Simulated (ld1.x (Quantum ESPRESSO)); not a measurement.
# Logarithmic derivatives: Ni (Z = 28), PAW

```
Element                 : nickel
Generator               : ld1.x (Quantum ESPRESSO) 7.5
Type                    : PAW
Functional              : PBE
Relativity              : fully relativistic
Frozen core             : [Ar]
Valence charge          : 10
Reference configuration : 3d8 4s2 4p0
Partial waves           : 4s (bound): rcut 1.65, rcutus 2.05 bohr; 4s channel at 1.75 Ry: rcut 1.65, rcutus 2.05 bohr; 4p (bound, empty): rcut 2.50, rcutus 3.30 bohr; 4p channel at 1.7 Ry: rcut 2.50, rcutus 3.30 bohr; 3d (bound): rcut 0.90, rcutus 1.15 bohr; 3d channel at 0.05 Ry: rcut 0.90, rcutus 1.15 bohr
Local potential         : all-electron potential smoothed inside 2.20 bohr (lloc = -1)
Core correction         : Bessel-smoothed model core, default radius (core density twice the valence density)
Augmentation charge     : BESSEL, radius 0.95 bohr
```

Open shells are filled in proportion to 2j + 1 (rel_dist='average').

The phase is arctan(r·u′/u) with u = r·R(r), unwrapped; energies in Ry, scanned from -3 to 5 Ry. A pole is an energy at which the radial function vanishes at the test radius. The pseudo phase is shifted by a multiple of π to meet the all-electron one at the reference energy, and phase errors are pseudo minus all-electron; the curves can meet again beyond the range given. Levels narrower than the energy grid can be missing from the lists of poles.

```tsv
channel	radius (bohr)	reference energy (Ry)	poles, all-electron	poles, pseudo	unbroken range about the reference energy with phases within 0.05 rad	phase error 1 Ry above the reference energy (rad)
s	3.62	-0.41	-0.03, 3.50	-0.03, 3.50	the whole range	-0.000
p1/2	3.62	-0.09	0.62, 4.23	0.60, 3.29	below 2.0	-0.005
p3/2	3.62	-0.09	0.64, 4.28	0.64, 3.71	below 2.2	-0.002
d3/2	3.62	-0.66	-0.65, 1.84	-0.65, 1.84	below 3.4	+0.000
d5/2	3.62	-0.65	-0.63, 1.84	-0.63, 1.84	below 3.4	+0.000
```

The ghost test of this file was not conclusive.

Phases in the d5/2 channel:

| E (Ry) | all-electron | pseudo |
| --- | --- | --- |
| -3.00 | 1.415 | 1.415 |
| -2.52 | 1.401 | 1.401 |
| -2.04 | 1.384 | 1.384 |
| -1.56 | 1.359 | 1.359 |
| -1.08 | 1.317 | 1.317 |
| -0.60 | -1.734 | -1.734 |
| -0.12 | -1.961 | -1.961 |
| 0.36 | -2.342 | -2.342 |
| 0.84 | -3.964 | -3.964 |
| 1.32 | -4.544 | -4.544 |
| 1.80 | -4.703 | -4.702 |
| 2.28 | -4.803 | -4.802 |
| 2.76 | -4.927 | -4.924 |
| 3.24 | -5.295 | -5.272 |
| 3.72 | -7.151 | -7.095 |
| 4.20 | -7.635 | -7.622 |
| 4.68 | -7.754 | -7.747 |
